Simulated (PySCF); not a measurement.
Compound: C7H11FO.
Z-matrix (Å and degrees, GFN2-xTB geometry), rows numbered from 1:
```
C 
C   1  1.5247
C   2  1.5208  1  110.79
C   3  1.5378  2  117.55  1   -73.68
C   4  1.5345  3   89.62  2  -132.62
C   5  1.5421  4   90.35  3    11.03
C   6  1.4838  3  113.44  2    14.66
O   7  1.1816  6  129.26  3  -107.78
F   7  1.3686  6  112.31  3    71.35
H   1  1.0878  2  110.65  3   -62.19
H   1  1.0875  2  110.39  3    57.86
H   1  1.0867  2  110.36  3   177.78
H   2  1.0916  1  109.08  3  -121.22
H   2  1.0931  1  109.68  3   120.83
H   3  1.0918  2  109.28  1    54.90
H   4  1.0873  3  115.96  2   108.32
H   4  1.0879  3  112.35  2   -18.33
H   5  1.0874  4  115.85  3   129.65
H   5  1.0872  4  113.36  3  -102.99
H   6  1.0908  3  114.48  2  -109.24
```

Definitions: NICS(0) = −σiso at the ring centroid; NICS(1) = −σiso and NICS(1)zz = −σzz at ±1 Å along the ring normal z. Level: GIAO PBE0/pcSseg-1 (PySCF, non-relativistic, gas phase) on the GFN2-xTB geometry, one conformer.

Ring bond lengths (Å), with Mayer bond orders in brackets: C3–C4 1.538 (1.00), C4–C5 1.535 (1.06), C5–C6 1.542 (1.00), C6–C3 1.562 (0.94).

Q: Give the NICS values of each ring in ppm.

A: 
```csv
ring,type,NICS(0),"NICS(1), two faces","NICS(1)zz, two faces",rms pucker (Å),"centre to ring atoms, mean (Å)"
C3–C4–C5–C6,4-membered carbocycle; formal bonds all single,0.6,0.1 / -0.5,3.4 / 2.9,0.07,1.09
```

Q: What do they say, and how far can they be read as aromaticity?

A: 
- C3–C4–C5–C6: mean NICS(1)zz 3.1 ppm, deshielded. C3, C4, C5, C6 have four or more neighbours; no verdict on aromaticity is drawn.

Q: At the second NICS(1) probe listed for ring C3–C4–C5–C6, 1 Å off the ring, what do the in-plane components average?

A: The isotropic value is a third of the trace: (3 × -0.5 − (2.9))/2 = -2.2 ppm.

Q: How shielded are the nuclei of the rings and their hydrogens (means over atoms taken as equivalent)?

A: 
```tsv
atoms	environment	σ isotropic (ppm)	principal values of the symmetric part, first atom (ppm)
C3	four-membered-ring carbon	147.2	132.1, 150.4, 159.1
C4	four-membered-ring carbon	160.1	145.7, 154.5, 180.2
C5	four-membered-ring carbon	167.2	156.7, 166.6, 178.4
C6	sp3 carbon next to a carbonyl	144.3	130.2, 144.5, 158.2
H15	methine hydrogen	29.24	26.1, 29.0, 32.6
H16	methylene hydrogen	29.50	25.7, 27.3, 35.5
H17	methylene hydrogen	29.74	27.2, 28.7, 33.4
H18	methylene hydrogen	29.39	25.3, 27.6, 35.3
H19	methylene hydrogen	29.52	26.1, 26.8, 35.7
H20	methine hydrogen	28.55	24.4, 27.8, 33.4
```
